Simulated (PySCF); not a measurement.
# Ag⁻ (silver, charge -1) across methods

[Kr] 4d10 5s2, closed-shell 1S. Calculation: PySCF 2.14, in aug-cc-pVTZ-PP with ECP28MDF (6s6p5d3f2g, 88 functions); a scalar-relativistic core potential.

```
 method  E (hartree)  mean ε 4p (eV)  mean ε 4d (eV)  mean ε 5s (eV)  Σ⟨r²⟩ (bohr²)   ⟨S²⟩
    PBE    -146.9791         -54.009          -1.041           0.932          74.31  0.000
   PBE0    -146.9507         -58.270          -2.895           0.413          75.05  0.000
r2SCANh    -146.9882         -57.373          -1.953           0.598          73.16  0.000
    LDA    -146.7136         -53.881          -1.110           0.779          72.20  0.000
LC-wPBE    -146.9593         -59.675          -5.550          -1.205          73.78  0.000
   PW91    -147.0484         -54.027          -1.044           0.920          73.51  0.000
 r2SCAN    -147.0063         -55.919          -1.230           0.807          72.70  0.000
    UHF   -146.05922         -70.944          -8.392          -0.604          86.77  0.000
```

(1) Estimate the same row for BLYP.

Energies and moments cover only the electrons outside the core potential.

The highest occupied level is positive at PBE, PBE0, BLYP, r2SCANh, LDA, PW91, r2SCAN: only the finite basis holds that electron, which in a density functional comes from self-interaction.

Results:

(1) E (hartree) = -146.9428; mean ε 4p (eV) = -53.939; mean ε 4d (eV) = -0.900; mean ε 5s (eV) = 0.992; Σ⟨r²⟩ (bohr²) = 74.52; ⟨S²⟩ = 0.000.
